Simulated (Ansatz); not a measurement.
A run for Ansatz (an electronic-structure program): R-PBE0/def2-TZVPP on C2H5BO (SMILES C=CBO), a point of a torsion scan.

Ansatz 0.2 input:
```yaml
crystal:
  periodic: [false, false, false]
  atoms:
    - {symbol: C, position_ang: [-1.37954461, 0.42312226, -0.07601192]}
    - {symbol: C, position_ang: [-0.36244408, -0.19093610, 0.51725080]}
    - {symbol: B, position_ang: [0.98197786, -0.56810857, -0.19750043]}
    - {symbol: O, position_ang: [2.14299095, -0.62904666, 0.45653354]}
    - {symbol: H, position_ang: [-1.35651665, 0.64687255, -1.13041244]}
    - {symbol: H, position_ang: [-2.27103031, 0.72973296, 0.45088421]}
    - {symbol: H, position_ang: [-0.44706996, -0.37074022, 1.58732291]}
    - {symbol: H, position_ang: [1.03870626, -0.76994705, -1.35157914]}
    - {symbol: H, position_ang: [2.11578739, -0.45945413, 1.40035073]}
basis:
  gaussian:
    orbitals: def2-TZVPP
hamiltonian:
  xc: {name: PBE0}
scf: {lower_state_search: off}
```

Output:

```
WARN ansatz: RAYON_NUM_THREADS=1 ignored (pool sized by the plan → 1); use --threads N
Functional definition: PBE0
these checks for a lower state are left out or cut short: stability, starts, cluster_reference, orbital_swaps, neighbouring_geometries, increment
integrals: 0.08 GiB planned
975 factors; their error is unknown
mean field: 0.82 GiB planned
mean field evaluation 1: about -4867.8021 eV, gradient 6.2e1 eV
mean field evaluation 2: about -4864.0724 eV, gradient 7.6e1 eV
mean field evaluation 4: about -4875.4647 eV, gradient 3.5e0 eV
mean field evaluation 8: about -4875.4913 eV, gradient 8.3e-2 eV
mean field evaluation 16: about -4875.4948 eV, gradient 1.9e-5 eV
mean field -4875.49475568 eV, -179.1711275421 hartree, gradient 2.0e-6 eV, S^2 0.000000; 0 other end points of the search recorded, 0 dependent functions left out
reference -4875.49478567 eV, -179.1711286444 hartree; 15, 15 occupied and 179, 179 virtual orbitals, 975 factors
Total energy: -4875.49478567 eV, -179.1711286444 hartree
Checks for a lower state left out: stability, starts, cluster_reference, orbital_swaps, neighbouring_geometries, increment
```

Self-consistency was reached.

Cost: about 4 core-seconds (a rough figure).
